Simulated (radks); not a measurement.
Yb LXV, configuration [He] 2s2 2p2 (the NIST ground configuration).

All-electron calculation, scalar-relativistic Kohn-Sham, exchange-only LDA, spin-polarised, spherical densities, point nucleus; open shells are filled with parallel spins first (spin-orbit coupling, left out, can overturn this in heavy ions). Program: a radial shooting solver on a logarithmic mesh with Libxc functionals.

Energy parts (eV):
total: -207554.35
kinetic: 236173.06
electron-nucleus: -450535.39
Hartree: 8862.33
exchange: -2054.34

Orbitals (lengths in bohr, moments of r in powers of bohr; r(max) is where P^2 peaks):
[
 {"orbital": "1s up", "occ.": "1", "eigenvalue (eV)": "-68072.02", "r(max)": "0.01237", "<1/r>": "80.74", "<r^4>": "7.456e-07"},
 {"orbital": "1s down", "occ.": "1", "eigenvalue (eV)": "-68029.76", "r(max)": "0.01236", "<1/r>": "80.78", "<r^4>": "7.439e-07"},
 {"orbital": "2s up", "occ.": "1", "eigenvalue (eV)": "-16378.49", "r(max)": "0.06904", "<1/r>": "19.58", "<r^4>": "0.00009772"},
 {"orbital": "2s down", "occ.": "1", "eigenvalue (eV)": "-16311.28", "r(max)": "0.06912", "<1/r>": "19.53", "<r^4>": "0.00009845"},
 {"orbital": "2p up", "occ.": "2", "eigenvalue (eV)": "-15292.62", "r(max)": "0.05577", "<1/r>": "17.94", "<r^4>": "0.00007093"},
 {"orbital": "2p down", "occ.": "0", "eigenvalue (eV)": "-15213.61", "r(max)": "0.05585", "<1/r>": "17.91", "<r^4>": "0.00007168"}
]

The highest occupied level is 2p up at -15292.6 eV. For comparison, the ionisation energy in NIST's Atomic Spectra Database is 16191 eV (theoretical). In exact Kohn-Sham theory the highest level is minus the ionisation energy, but local and semilocal functionals leave it too shallow, through self-interaction and a potential that decays too fast; potentials with the right tail come closer. The density falls to 0.001 e/bohr^3 at r = 0.31 bohr. Summed over all electrons, <r^2> = 0.02845 bohr^2, which gives a Langevin (diamagnetic) susceptibility term of -0.0225 x 10^-6 cm^3/mol. Spin moment in Bohr magnetons: 2.
